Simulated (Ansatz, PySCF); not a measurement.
This triplet is an excited state, 2.42 eV above the relaxed singlet at the level frozen-core CCSD(T)/cc-pVTZ // PBE0-D3(BJ)/def2-TZVP (Ansatz, a program for electronic structure).

Cartesian coordinates (Å):
SMILES: [C-]#[N+][Si]N
```xyz
6

C      2.8073    -0.3280     0.1765
N      1.7047     0.0866     0.1756
Si     0.1621     0.8476     0.2176
N     -1.1953    -0.1223    -0.1378
H     -1.6657    -0.0479    -1.0267
H     -1.8130    -0.4360     0.5949
```
Charge 0, spin multiplicity 3.

Question: What is the computed total energy, highest occupied spin orbital and dipole moment (PySCF with PBE-D3(BJ)/def2-TZVP // PBE0-D3(BJ)/def2-TZVP)?

Answer: 
```json
{
 "total_energy": "-11917.55 eV",
 "highest_occupied_spin_orbital": "-4.46 eV",
 "dipole_moment": "1.018 e·Å"
}
```
